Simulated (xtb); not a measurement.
F4Te, singlet, geometry from GFN2-xTB. Base run: GFN2-xTB (xtb 6.7.1).

Here is a job for xtb.
```
$ xtb mol.xyz --gfn 2 --json

# file mol.xyz
5

Te    -0.00525174    -0.00164746     0.34667291
F      1.02454800     1.41419135    -0.47863460
F      1.41932470    -1.01478931    -0.48419716
F     -1.00937631    -1.40943202    -0.52286492
F     -1.40415301     1.01954865    -0.51730235
```

Variants of this job, named by their change:

```csv
change,ΔE vs base (mEh),HOMO-LUMO gap (eV),dipole (D),G_solv (kcal/mol),SCF cycles
base,0.000,6.35,3.56,-,14
alpb = thf,[?],6.35,[?],[?],13
acc = 1000,0.000,6.35,3.56,-,10
acc = 0.1,0.000,6.35,3.56,-,15
acc = 30,0.000,6.35,3.56,-,11
gbsa = methanol,-0.233,6.35,3.58,-0.16,14
etemp = 5000,-0.120,6.35,3.55,-,14
```

Question: Some entries are withheld; supply them.

Answer: 
- alpb = thf, ΔE vs base (mEh): -1.754
- alpb = thf, dipole (D): 3.57
- alpb = thf, G_solv (kcal/mol): -1.11

ALPB and GBSA are two models with their own fitted parameters for each solvent, which aren't always the measured dielectric constant.
